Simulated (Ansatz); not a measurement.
Reaction (formal exchange of groups at a C–Sb bond): `[CH3][Sb]([NH2])[SiH3]` + `C[S][GeH]([F])[F]` → `C[S][Ge]([CH3])([F])[F]` + `[NH2][SbH][SiH3]`

Gas-phase electronic energies from Ansatz, PBE0-D4/def2-TZVP geometries. CBS: MP2 limit from def2 TZ/QZ plus the TZ coupled-cluster correction, frozen cores. DFT in def2-TZVPP. B3LYP here is the variant with VWN-RPA as its local correlation; programs differ in this. Elements past krypton have def2 core potentials. For Ge, Sb outer-core shells are correlated without core-valence functions, which leaves a few kJ/mol of doubt a bond. Scalar relativity is left out up to krypton. Each species was taken in one conformer, which may not be the lowest.

`[CH3][Sb]([NH2])[SiH3]`:

```xyz
12

C    -1.769   -0.323   -0.482
Sb   -0.077    0.941   -0.915
N     1.039   -0.589   -1.690
Si    0.804    0.799    1.513
H    -2.481    0.213    0.146
H    -2.245   -0.587   -1.426
H    -1.444   -1.231    0.027
H     1.364   -1.251   -0.995
H     1.848   -0.243   -2.190
H     0.926   -0.633    1.913
H    -0.115    1.477    2.470
H     2.148    1.428    1.630
```

`C[S][GeH]([F])[F]`:

Z-matrix (Å, degrees):
```
C
S 1 1.821
H 1 1.089 2 111.0
H 1 1.090 2 111.7 3 -123.9
H 1 1.089 2 105.8 3 118.2
Ge 2 2.178 1 97.8 3 62.1
F 6 1.721 2 107.1 1 -172.8
F 6 1.729 2 109.4 1 -58.6
H 6 1.530 2 118.6 1 63.3
```

`C[S][Ge]([CH3])([F])[F]`:

Cartesian coordinates in Å:
```
C -0.645 -2.035 0.260
S 0.762 -1.294 1.146
Ge 0.332 0.805 0.705
C 0.543 1.477 -1.087
F 1.320 1.729 1.778
F -1.302 1.131 1.187
H -0.569 -1.885 -0.817
H -1.590 -1.645 0.633
H -0.596 -3.104 0.466
H 0.253 2.528 -1.104
H -0.093 0.917 -1.773
H 1.584 1.377 -1.394
```

`[NH2][SbH][SiH3]`:

Cartesian coordinates in Å:
```
N -0.351 1.446 -1.383
Sb -0.395 -0.599 -1.324
Si 0.076 -0.905 1.202
H -1.289 1.825 -1.332
H 0.195 1.864 -0.641
H 1.277 -0.754 -1.656
H -1.183 -0.717 1.974
H 1.063 0.106 1.672
H 0.606 -2.267 1.488
```

```json
{"level": "PBE-D4", "ΔE (kJ/mol)": "-24.1", "difference from CCSD(T)/CBS": "-1.4"}
{"level": "r2SCAN-D4", "ΔE (kJ/mol)": "-26.7", "difference from CCSD(T)/CBS": "-4.0"}
{"level": "PBE0-D4", "ΔE (kJ/mol)": "-26.6", "difference from CCSD(T)/CBS": "-3.9"}
{"level": "B3LYP-D4", "ΔE (kJ/mol)": "-25.0", "difference from CCSD(T)/CBS": "-2.3"}
{"level": "ωB97X-V", "ΔE (kJ/mol)": "-27.0", "difference from CCSD(T)/CBS": "-4.3"}
{"level": "ωB97M-V", "ΔE (kJ/mol)": "-26.6", "difference from CCSD(T)/CBS": "-3.9"}
{"level": "B2PLYP", "ΔE (kJ/mol)": "-25.3", "difference from CCSD(T)/CBS": "-2.6"}
{"level": "PBE", "ΔE (kJ/mol)": "-24.9", "difference from CCSD(T)/CBS": "-2.2"}
{"level": "r2SCAN", "ΔE (kJ/mol)": "-26.7", "difference from CCSD(T)/CBS": "-4.0"}
{"level": "PBE0", "ΔE (kJ/mol)": "-27.3", "difference from CCSD(T)/CBS": "-4.6"}
{"level": "B3LYP", "ΔE (kJ/mol)": "-26.4", "difference from CCSD(T)/CBS": "-3.7"}
{"level": "HF/def2-TZVPP", "ΔE (kJ/mol)": "-29.8", "difference from CCSD(T)/CBS": "-7.1"}
{"level": "MP2/def2-TZVPP", "ΔE (kJ/mol)": "-23.1", "difference from CCSD(T)/CBS": "-0.4"}
{"level": "SCS-MP2/def2-TZVPP", "ΔE (kJ/mol)": "-23.2", "difference from CCSD(T)/CBS": "-0.5"}
{"level": "CCSD/def2-TZVPP", "ΔE (kJ/mol)": "-27.8", "difference from CCSD(T)/CBS": "-5.1"}
{"level": "CCSD(T)/def2-TZVPP", "ΔE (kJ/mol)": "-26.4", "difference from CCSD(T)/CBS": "-3.7"}
{"level": "HF/def2-QZVPP", "ΔE (kJ/mol)": "-28.5", "difference from CCSD(T)/CBS": "-5.8"}
{"level": "MP2/def2-QZVPP", "ΔE (kJ/mol)": "-20.5", "difference from CCSD(T)/CBS": "2.2"}
{"level": "SCS-MP2/def2-QZVPP", "ΔE (kJ/mol)": "-20.8", "difference from CCSD(T)/CBS": "1.9"}
{"level": "HF/CBS(def2)", "ΔE (kJ/mol)": "-28.3", "difference from CCSD(T)/CBS": "-5.6"}
{"level": "MP2/CBS(def2)", "ΔE (kJ/mol)": "-19.4", "difference from CCSD(T)/CBS": "3.3"}
{"level": "CCSD/CBS(def2)", "ΔE (kJ/mol)": "-24.0", "difference from CCSD(T)/CBS": "-1.3"}
{"level": "CCSD(T)/CBS", "ΔE (kJ/mol)": "-22.7", "difference from CCSD(T)/CBS": "0"}
```

Largest T1 diagnostic among the species: 0.014.

In def2-TZVPP, CCSD(T) changes the Hartree–Fock value by +3.4 kJ/mol (the triples alone add +1.3 kJ/mol) and MP2 by +6.7 kJ/mol.
